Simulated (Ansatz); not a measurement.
Consider the atomization: `[SiH3]C=[Se]` → C• + 4 H• + Se• + Si•.

Isolated molecules relaxed with PBE0-D4/def2-TZVP in Ansatz; ΔE leaves out vibrations. CCSD(T)/CBS is the MP2 limit (def2-TZVPP, def2-QZVPP) plus CCSD(T) − MP2 in def2-TZVPP, frozen cores. This one scheme is used for every species, atoms too. DFT in def2-TZVPP. No spin–orbit coupling; open shells (•) take unrestricted orbitals. Spin–orbit coupling would lower the free atoms: a little for C, Si; clearly for Se. Bonds to Se are less sure, by a few kJ/mol each and by 10 to 20 or more in all where they break to atoms, as the def2 sets lack core-valence functions. Scalar relativity is left out up to krypton.

**Question.** What is ΔE at CCSD(T)/CBS? (Estimate.)

**Answer.** Computed: +519.5 kcal/mol.

**Question.** What do these levels give: r2SCANh-D4, BHLYP-D4, ωB97M-V, BLYP, HF/def2-QZVPP, SCS-MP2/def2-QZVPP? (An estimate is asked.)

**Answer.** Computed: r2SCANh-D4 513.0, BHLYP-D4 502.0, ωB97M-V 514.1, BLYP 508.1, HF/def2-QZVPP 368.1, SCS-MP2/def2-QZVPP 518.1 kcal/mol.

Largest T1 diagnostic among the species: 0.014.

In def2-TZVPP, CCSD(T) changes the Hartree–Fock value by +137.0 kcal/mol (the triples alone add +9.6 kcal/mol) and MP2 by +139.4 kcal/mol; breaking electron pairs costs correlation energy, which Hartree–Fock lacks. At CCSD(T), def2-SVP lies −35.6 kcal/mol from the extrapolated value and def2-TZVPP −15.1 kcal/mol: correlation converges slowly with the basis, and small sets miss more of it in the bonded molecule than in its fragments. From r2SCAN to r2SCAN0 (25 % exact exchange), in def2-TZVPP and without D4, ΔE moves by −8.8 kcal/mol: exact exchange takes away binding that semilocal exchange gives to molecules.

For atomizations the MP2-based limit and the directly extrapolated one differ by several kJ/mol either way, and by 10 to 25 for some Ge, Se and Sn compounds, so smaller differences from it don't rank the levels.
